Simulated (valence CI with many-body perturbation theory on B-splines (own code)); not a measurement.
## E1 line list for Zn XXIV

Calculated by relativistic CI+MBPT: five valence electrons over a frozen Dirac-Fock core [He], a basis of 11 s, 11 p, 10 d, 8 f, 5 g, 2 h functions for each j, with the one-electron correlation potential Σ1 (screened to all orders), the two-electron term Σ2, the three-electron term Σ3, Breit, model QED; selected single and double excitations, second order for the rest, scaled by the run's own slope (own B-spline code, finite nucleus).

No measured levels were compared; by estimate levels of excited configurations hold to 0.05 to 0.15 % of their energy, terms of the ground configuration to about 0.5 %. Among the levels kept, up to 5500 cm⁻¹ of a level comes from second order outside the variational space, and about a tenth of that is noise between levels of different J, which matters for small intervals.

Lines 151 to 200 of 600 in falling wavelength, among levels below 12204 × 10³ cm⁻¹, chosen from the strongest by gf and those to the six lowest levels. Wavelengths and rates use the calculated energies, so an error of 900 cm⁻¹ moves a line at 294.0 Å by 0.26 % and its rate by three times that or more. Electric multipoles are in the length gauge, E1 and E2 with the static RPA response of the core. Weak lines are less certain than strong ones. Lines between different terms over intervals too small for the method are left out, as are lines whose strength nearly cancels. Where a level lies close to another of its J and parity, the split of strength between their lines is uncertain. The highest levels of a list are the least certain.

Names give the largest LS component (configuration and term), which can be under half, so a name can repeat, a term be missing and a line seem to break the LS rules; names also repeat where a configuration has a term twice. Letters in brackets count levels of one name in rising energy.

| λ vac (Å) | Upper | Lower | A (s⁻¹) | log gf | Branch % |
| --- | --- | --- | --- | --- | --- |
| 294.0 | 2s.2p3.3d 4G°_5/2 | 2s.2p3.3p 2P_3/2 [a] | 3.32e+09 | -0.59 | 0.1 |
| 292.3 | 2s2.2p2.3d 2D_3/2 [b] | 2s2.2p2.3p 2D°_3/2 [b] | 2.35e+09 | -0.92 | 0.0 |
| 291.9 | 2s.2p3.3d 4D°_3/2 [a] | 2s.2p3.3p 4P_3/2 [a] | 2.75e+09 | -0.85 | 0.0 |
| 291.3 | 2s2.2p2.3p 2F°_5/2 | 2s2.2p2.3s 2P_3/2 | 3.90e+09 | -0.53 | 4.1 |
| 290.2 | 2s2.2p2.3d 4F_5/2 [b] | 2s2.2p2.3p 4D°_3/2 [b] | 3.41e+09 | -0.59 | 0.1 |
| 290.2 | 2s2.2p2.3d 2F_7/2 [d] | 2s2.2p2.3p 2D°_5/2 [b] | 3.82e+09 | -0.41 | 0.0 |
| 290.1 | 2s.2p3.3d 4D°_7/2 [a] | 2s.2p3.3p 4P_5/2 [a] | 5.03e+09 | -0.29 | 0.0 |
| 290.0 | 2s2.2p2.3d 4P_1/2 | 2s2.2p2.3p 4S°_3/2 | 3.76e+09 | -1.02 | 0.0 |
| 289.6 | 2s2.2p2.3d 2D_5/2 [b] | 2s2.2p2.3p 2D°_3/2 [b] | 1.60e+09 | -0.92 | 0.0 |
| 289.5 | 2s2.2p2.3p 2D°_3/2 [a] | 2s2.2p2.3s 4P_3/2 | 1.80e+09 | -1.04 | 1.4 |
| 288.3 | 2s.2p3.3d 4F°_3/2 [b] | 2s.2p3.3p 4D_1/2 [b] | 3.78e+09 | -0.73 | 0.1 |
| 286.6 | 2s.2p3.3p 2P_3/2 [d] | 2s.2p3.3s 2D°_5/2 [b] | 1.80e+09 | -1.05 | 0.0 |
| 285.8 | 2s.2p3.3p 4P_5/2 [d] | 2s.2p3.3s 4P°_5/2 | 2.02e+09 | -0.83 | 0.1 |
| 285.7 | 2s.2p3.3d 2D°_3/2 [a] | 2s.2p3.3p 2D_3/2 [a] | 3.18e+09 | -0.81 | 0.0 |
| 285.7 | 2s.2p3.3d 2F°_7/2 [c] | 2s.2p3.3p 2F_5/2 [b] | 1.40e+09 | -0.86 | 0.0 |
| 285.3 | 2s2.2p2.3d 2D_5/2 [a] | 2s2.2p2.3p 2P°_3/2 [a] | 3.91e+09 | -0.54 | 0.0 |
| 283.9 | 2s.2p3.3d 4D°_7/2 [b] | 2s.2p3.3p 4D_7/2 [a] | 1.59e+09 | -0.81 | 0.0 |
| 283.2 | 2s2.2p2.3d 2F_7/2 [d] | 2s2.2p2.3p 2F°_7/2 | 8.68e+08 | -1.08 | 0.0 |
| 282.1 | 2s.2p3.3p 4P_5/2 [b] | 2s.2p3.3s 4D°_7/2 | 4.86e+09 | -0.46 | 0.2 |
| 281.5 | 2s.2p3.3d 2F°_5/2 [d] | 2s.2p3.3p 2F_5/2 [b] | 1.28e+09 | -1.04 | 0.0 |
| 280.5 | 2s2.2p2.3d 4F_3/2 | 2s2.2p2.3p 4D°_1/2 | 4.48e+09 | -0.68 | 0.1 |
| 278.6 | 2s2.2p2.3d 2D_3/2 [c] | 2s2.2p2.3p 2P°_1/2 [c] | 4.41e+09 | -0.69 | 0.0 |
| 278.4 | 2s.2p3.3p 2P_1/2 [d] | 2s.2p3.3s 2D°_3/2 [b] | 5.49e+09 | -0.89 | 0.1 |
| 277.0 | 2s.2p3.3d 2G°_9/2 [a] | 2s.2p3.3p 4D_7/2 [a] | 1.42e+09 | -0.79 | 4.4 |
| 276.4 | 2s.2p3.3d 2D°_5/2 [a] | 2s.2p3.3p 2F_5/2 [a] | 1.27e+09 | -1.06 | 0.0 |
| 273.6 | 2s2.2p2.3d 2P_3/2 [a] | 2s2.2p2.3p 2S°_1/2 | 2.82e+09 | -0.90 | 0.0 |
| 273.6 | 2s.2p3.3d 2F°_5/2 [a] | 2s.2p3.3p 2D_3/2 [a] | 2.14e+09 | -0.84 | 0.0 |
| 267.6 | 2s2.2p2.3p 2F°_5/2 | 2s2.2p2.3s 4P_5/2 | 1.97e+09 | -0.90 | 2.1 |
| 262.2 | 2s2.2p2.3p 2P°_3/2 [a] | 2s2.2p2.3s 2P_1/2 | 2.53e+09 | -0.98 | 2.1 |
| 260.9 | 2s2.2p2.3p 2P°_1/2 [a] | 2s2.2p2.3s 2P_3/2 | 5.16e+09 | -0.98 | 3.4 |
| 258.0 | 2s.2p3.3p 4P_3/2 [b] | 2s.2p3.3s 4D°_5/2 | 3.61e+09 | -0.84 | 0.1 |
| 257.5 | 2s.2p3.3p 4P_1/2 [b] | 2s.2p3.3s 4D°_1/2 | 4.38e+09 | -1.06 | 0.3 |
| 257.0 | 2s2.2p2.3d 4D_5/2 | 2s2.2p2.3p 4P°_5/2 | 2.13e+09 | -0.90 | 0.0 |
| 256.5 | 2s.2p3.3p 2P_1/2 [f] | 2s.2p3.3s 2P°_1/2 [b] | 8.15e+09 | -0.79 | 0.4 |
| 251.6 | 2s.2p3.3p 4P_3/2 [b] | 2s.2p3.3s 4D°_3/2 | 2.22e+09 | -1.07 | 0.0 |
| 248.2 | 2s.2p3.3d 2F°_7/2 [a] | 2s.2p3.3p 2F_7/2 [a] | 2.12e+09 | -0.81 | 0.0 |
| 247.7 | 2s.2p3.3p 2P_3/2 [d] | 2s.2p3.3s 2S°_1/2 | 2.65e+09 | -1.01 | 0.0 |
| 244.8 | 2s.2p3.3p 4P_5/2 [b] | 2s.2p3.3s 4D°_5/2 | 1.76e+09 | -1.02 | 0.1 |
| 239.4 | 2s2.2p2.3d 2D_5/2 [c] | 2s2.2p2.3p 2D°_5/2 [a] | 2.31e+09 | -0.92 | 0.0 |
| 236.8 | 2s2.2p2.3p 2P°_3/2 [b] | 2s2.2p2.3s 2D_3/2 | 6.37e+09 | -0.67 | 0.6 |
| 226.9 | 2s2.2p2.3p 2P°_3/2 [b] | 2s2.2p2.3s 2D_5/2 | 3.17e+09 | -1.01 | 0.3 |
| 138.0 | 2p4.3s 4P_5/2 | 2s.2p3.3s 4S°_3/2 [b] | 1.15e+10 | -0.71 | 1.9 |
| 130.1 | 2s.2p4 4P_5/2 | 2s2.2p3 2D°_3/2 | 2.14e+09 | -1.49 | 12.1 |
| 117.7 | 2s.2p3.3p 2F_7/2 [a] | 2s2.2p2.3p 2F°_5/2 | 6.29e+09 | -0.98 | 0.1 |
| 114.7 | 2s.2p4 2D_5/2 | 2s2.2p3 2P°_3/2 | 6.79e+09 | -1.09 | 13.8 |
| 114.6 | 2p5 2P°_3/2 | 2s.2p4 2P_3/2 | 3.09e+10 | -0.61 | 22.5 |
| 112.4 | 2p5 2P°_1/2 | 2s.2p4 2P_1/2 | 3.58e+10 | -0.87 | 22.8 |
| 112.0 | 2s.2p3.3d 4G°_11/2 | 2s2.2p2.3d 4F_9/2 | 5.30e+09 | -0.92 | 57.8 |
| 111.9 | 2s.2p3.3d 4F°_7/2 [a] | 2s2.2p2.3d 4F_7/2 | 5.51e+09 | -1.08 | 0.1 |
| 111.1 | 2s.2p3.3d 4G°_9/2 | 2s2.2p2.3d 4F_7/2 | 7.56e+09 | -0.85 | 60.4 |
